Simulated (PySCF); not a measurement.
C₅H₈O, SMILES C1=CCOCC1.

Geometry optimised at B3LYP-D3(BJ)/def2-SVP. The values are those of a single conformer.

Method: PySCF with SMD-PBE0/6-31G*.

Solvation free energies are E(SMD) − E(gas) at the gas-phase geometry, for 1 M in both phases. In vacuum the dipole moment is 1.27 D.

Computed solvation free energies in water, acetone, chlorobenzene:
```tsv
solvent	ΔG(solv) (kcal/mol)	its non-electrostatic (CDS) part	dipole (D)
water	-2.8	2.6	1.74
acetone	-5.3	-2.0	1.51
chlorobenzene	-5.3	-2.7	1.45
```
